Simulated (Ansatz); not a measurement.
**Worked example: InH2I + BH(CH3)(SH) → InH2(SH) + BH(CH3)I**

Species: InH2I `[InH2][I]`, singlet; BH(CH3)(SH), singlet; InH2(SH), singlet; BH(CH3)I, singlet. The partners trade I for SH: In–I and B–SH bonds give way to In–SH and B–I.

Shapes, held fixed at every level: PBE0-D4/def2-TZVP. Flexible molecules stand in one conformer, not always the lowest. Programs: Ansatz 0.2.0. The zero-point and thermal change to 298 K, harmonic and unscaled (PBE0-D4/def2-TZVP), is -3.0 kJ/mol.

At CCSD(T)/def2-TZVPP; 1 Eh = 2625.50 kJ/mol:

```
    species  energy (Eh)
      InH2I  -487.854841
BH(CH3)(SH)  -463.586853
   InH2(SH)  -589.028882
   BH(CH3)I  -362.386138
```

**Question.** Work out ΔH(298 K) of the reaction at this level.

**Answer.** 
1. Products less reactants: (-589.028882) + (-362.386138) − [(-487.854841) + (-463.586853)] = 0.026674 Eh = +70.0 kJ/mol.
2. With the thermal change: +70.0 + (-3.0) = +67.0 kJ/mol.

Other levels give +69.9 (PBE-D4/def2-TZVPP) to +86.2 kJ/mol (CCSD/def2-SVP). No measured value is set beside it here. For atoms past krypton def2 sets carry core potentials with scalar relativity. Outer-core shells of I, In are correlated in most correlated rows, in sets that cover them unevenly.
